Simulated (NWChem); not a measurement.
Species: PbH2O, singlet; SMILES [OH][PbH]

```xyz
4

Pb     0.0259    -0.2120     0.0000
H     -1.8781    -0.3067     0.0000
O      0.0744     1.9280     0.0000
H     -0.8424     2.2678     0.0000
```
Atoms are numbered in this order, from 1.

Low-valent species are run as closed-shell singlets; no triplet was tried in these runs. Coordinates come from a PBE-D3(BJ)/def2-SVP optimisation. def2 effective core potentials on Pb; no spin-orbit coupling.

Symmetry labels are those of Cs in the frame above (b1 and b2, or b-type labels, depend on it).

**Question.** List the 4 lowest vertical singlet excitations from PBE/def2-SVP with def2 effective core potentials on Pb, full TDDFT (NWChem).

**Answer.** 
| state | energy (eV) | oscillator strength | symmetry | leading excitation (squared amplitude) |
|---|---|---|---|---|
| S1 | 3.05 | 0.005 | a" | HOMO → LUMO (0.99) |
| S2 | 3.76 | 0.008 | a" | HOMO−2 → LUMO (0.99) |
| S3 | 4.30 | 0.017 | a' | HOMO−1 → LUMO (0.90) |
| S4 | 5.07 | 0.008 | a' | HOMO → LUMO+1 (0.98) |
